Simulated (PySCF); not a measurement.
## Gas-phase acidity of 1,2,3-trifluorobenzene

Parent: 1,2,3-trifluorobenzene, `Fc1cccc(F)c1F` (C6H3F3). Numbering: `[F:1][c:2]1[cH:3][cH:4][cH:5][c:6]([F:7])[c:8]1[F:9]` These are map numbers, not IUPAC locants.

Computed at ωB97X-D3(BJ)/ma-def2-TZVP // PBE0-D3(BJ)/ma-def2-SVP with PySCF (density fitting, grid level 2). ωB97X-D3(BJ) is ωB97X-V with D3(BJ) in place of VV10. Zero-point and thermal terms (298.15 K, 1 bar) come from unscaled GFN2-xTB harmonic frequencies, with soft modes damped to free rotors in the entropy. These were taken at the GFN2-xTB minima.

```tsv
site	product	ΔH(acid) / kcal/mol	ΔG(acid) / kcal/mol	gas share
C3 (aromatic carbon)	Fc1[c-]ccc(F)c1F	381.1	372.7	> 99.9 %
C4 (aromatic carbon)	Fc1c[c-]cc(F)c1F	387.7	379.6	< 0.1 %
```

ΔH and ΔG refer to AH → A⁻ + H⁺ in the gas phase. Shares are Boltzmann weights among the listed products; an error of 10 kJ/mol changes a ratio about 56-fold. Sites whose products fell apart, merged with another or lost in a GFN2-xTB screen aren't listed.

Among these, C3 (aromatic carbon) wins by 7.0 kcal/mol in gas-phase free energy over C4.

Measured values (NIST Chemistry WebBook, evaluated or the median of agreeing entries): deprotonation enthalpy (ΔH) 1571 kJ/mol (computed 1594, difference 23); gas-phase acidity (ΔG) 1537 kJ/mol (computed 1559, difference 22). These are compared with the most favourable site that keeps the skeleton.

Differences come from unrounded values, so a last digit can differ from that of the printed terms.
